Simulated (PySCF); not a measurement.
**Frontier orbitals and the lowest excitations**

C8H10N2.
Z-matrix (Å and degrees, PBE0-D3(BJ)/def2-SVP geometry), rows numbered from 1:
```
C 
C   1  1.4944
C   2  1.3997  1  121.64
N   3  1.3276  2  124.64  1  -179.39
N   4  1.3142  3  119.45  2    -0.35
C   5  1.3283  4  119.56  3     0.21
C   2  1.3994  1  122.44  3  -179.37
C   7  1.4846  2  120.97  1     0.09
C   8  1.4986  7  123.11  2   163.83
C   9  1.4959  8   60.66  7  -108.25
H   1  1.1012  2  110.87  3   124.05
H   1  1.1021  2  111.25  3  -117.36
H   1  1.0989  2  111.30  3     3.11
H   3  1.0958  2  120.13  1     0.29
H   6  1.0942  5  114.88  4  -179.12
H   8  1.0957  7  113.47  2   -48.33
H   9  1.0924  8  118.68 10   107.32
H   9  1.0925  8  117.42 10  -109.04
H  10  1.0934  8  117.03  9  -107.71
H  10  1.0930  8  118.03  9   109.03
```

Theory: PySCF 2.14.0, density-fitted response routines, TDDFT PBE0/def2-SVPD, vertical, gas phase, core orbitals frozen in the response.

Kohn–Sham orbitals with the atoms that hold most of them (Löwdin shares over 4%, at most four atoms; ? is withheld):

```json
{"orbital": "LUMO+2", "ε (eV)": "0.46", "atoms": "C1 20%, H16 11%, H12 10%, H20 8%"}
{"orbital": "LUMO+1", "ε (eV)": "-0.72", "atoms": "C6 22%, C3 21%, C2 12%, C7 11%"}
{"orbital": "LUMO", "ε (eV)": "?", "atoms": "N4 20%, N5 19%, C7 18%, C2 17%"}
{"orbital": "HOMO", "ε (eV)": "-6.50", "atoms": "?"}
{"orbital": "HOMO-1", "ε (eV)": "-7.86", "atoms": "?"}
{"orbital": "HOMO-2", "ε (eV)": "-8.16", "atoms": "C3 24%, N5 20%, C6 16%, C2 16%"}
{"orbital": "HOMO-3", "ε (eV)": "-8.68", "atoms": "N4 24%, N5 23%, C3 8%, C6 8%"}
```

**Question.** Which atoms hold the HOMO-1, and with what shares?

**Answer.** C7 (bonded to 3 C) 19%; N4 (bonded to C and N) 14%; C10 (bonded to 2 C and 2 H) 12%; C2 (bonded to 3 C) 12%. By element: carbon 43% or more, nitrogen 14% or more.

**Question.** Give the leading atoms of the HOMO.

**Answer.** N5 (bonded to C and N) 39%; N4 (bonded to C and N) 38%; C6 (bonded to C, N and H) 8%; C3 (bonded to C, N and H) 8%. By element: nitrogen 77%, carbon 16% or more.

**Question.** What is the LUMO energy, and the HOMO–LUMO gap?

**Answer.** ε(LUMO) = -1.27 eV; the gap is 5.24 eV (0.1925 hartree).

**Question.** The HOMO–LUMO gap is 5.24 eV. Where does the response calculation put the lowest singlet, and from which orbitals?

**Answer.** S1 is at 3.57 eV (f = 0.0042), 1.67 eV below the gap, made of HOMO→LUMO (99%). 

**Question.** Give energy, strength and leading configuration of S1 and S2, and follow the Löwdin shares of the leading atoms from the occupied to the empty orbital.

**Answer.** 
- S1 (3.57 eV, f 0.0042), HOMO→LUMO (99%): N5 39% → 19%, N4 38% → 20%
- S2 (4.11 eV, f 0.0000), HOMO→LUMO+1 (100%): N5 39% → at most 12%, N4 38% → at most 12%, C6 8% → 22%, C3 8% → 21%

Löwdin shares depend on the basis, the more so with diffuse functions.

Hardware: one thread of an Arm Neoverse V1, no GPU, shared host with 32 logical CPUs at a one-minute load of 16. Cost: 4.8 min of wall time, 1.2 GiB resident at most.

One conformer stands for the species.
